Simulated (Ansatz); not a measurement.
Start from `C=NC(=N)S` and change one atom or group to get `N=[C](S)[GeH3]`.

Ansatz, PBE0-D4/def2-TZVP geometries, multiplicity 1. Each molecule was computed in one conformer, which needn't be the lowest.

Scalar relativity is left out up to krypton.

| property | `C=NC(=N)S` |
| --- | --- |
| HOMO energy (B3LYP/def2-TZVPP) / eV | -7.06 |
| HOMO–LUMO gap (B3LYP/def2-TZVPP) / eV | 5.17 |
| size of the dipole moment (B3LYP/def2-TZVPP) / D | 2.36 |
| HOMO–LUMO gap (PBE0/def2-TZVPP) / eV | 5.63 |
| size of the dipole moment (PBE/def2-TZVPP) / D | 2.17 |
| HOMO energy (PBE/def2-TZVPP) / eV | -6.11 |

Problem. What does the change do to each property? (An estimate is asked.)

Solution. Computed: 
| property | `N=[C](S)[GeH3]` | shift |
| --- | --- | --- |
| HOMO energy (B3LYP/def2-TZVPP) / eV | -7.27 | -0.21 |
| HOMO–LUMO gap (B3LYP/def2-TZVPP) / eV | 6.33 | 1.16 |
| size of the dipole moment (B3LYP/def2-TZVPP) / D | 1.56 | -0.80 |
| HOMO–LUMO gap (PBE0/def2-TZVPP) / eV | 6.78 | 1.15 |
| size of the dipole moment (PBE/def2-TZVPP) / D | 1.47 | -0.70 |
| HOMO energy (PBE/def2-TZVPP) / eV | -6.18 | -0.07 |

With PBE0 the HOMO falls by 0.22 eV and the LUMO rises by 0.92 eV, so the gap widens by about 1.14 eV. PBE moves the HOMO by -0.07 eV and ωB97M-V by -0.21 eV. Dipoles are sizes alone; their direction can turn.

B3LYP here is the variant with VWN-RPA as its local correlation; programs differ in this.
